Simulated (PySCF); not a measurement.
C$_{3}$H$_{3}$, doublet, geometry from GFN2-xTB. Base run: PBE0/def2-SVP (PySCF).

PySCF was given this input:
```python
from pyscf import gto, scf, dft

mol = gto.Mole()
mol.atom = '''
    C     0.00175930   -0.00079138    0.33446282
    C     0.00804284   -0.00361788    1.52903105
    C    -0.00590540    0.00265640   -1.12268107
    H     0.03996787    1.03022063   -1.47944750
    H     0.85747672   -0.55120368   -1.48748952
    H    -0.92082503   -0.46849982   -1.47793980
'''
mol.basis = 'def2-svp'
mol.spin = 1
mol.verbose = 4
mol.build()

mf = dft.UKS(mol)
mf.xc = 'pbe0'
mf.kernel()
mo_i, mo_e, stable_i, stable_e = mf.stability(internal=True, external=False, return_status=True, nroots=6, tol=1e-6)
print('internally stable:', stable_i, ' externally stable:', stable_e)
if not stable_i:
    umf = mf.copy()
    umf.scf_summary = {}
    umf.kernel(umf.make_rdm1(mo_i, mf.mo_occ))
mf.analyze()
```

The bond that is stretched is that between atoms 4 and 3. A test that says stable can miss a lower solution.

Each row names what was changed in the base input (with any setting that the change needs).

| change | ΔE vs base (eV) | <S^2> | E after following the instability (Eh) | <S^2> there | stability test says | outcome |
|---|---|---|---|---|---|---|
| base | 0.00 | 0.784 | - | - | internally stable (external not tested) | converged |
| bond × 1.25 | 0.72 | 0.785 | - | - | internally stable (external not tested) | converged |
| bond × 1.5 | 2.52 | 0.764 | -115.62660 | 0.79 | internal instability | converged |
| bond × 1.8 | - | - | - | - | - | not converged |
| bond × 2.2 | 4.33 | 0.980 | -115.54429 | 1.23 | internal instability | converged |
| bond × 3.0 | 4.57 | 0.760 | -115.53602 | 1.27 | internal instability | converged |

On stretching, the SCF can end on different states; <S^2> shows the spin contamination of each.
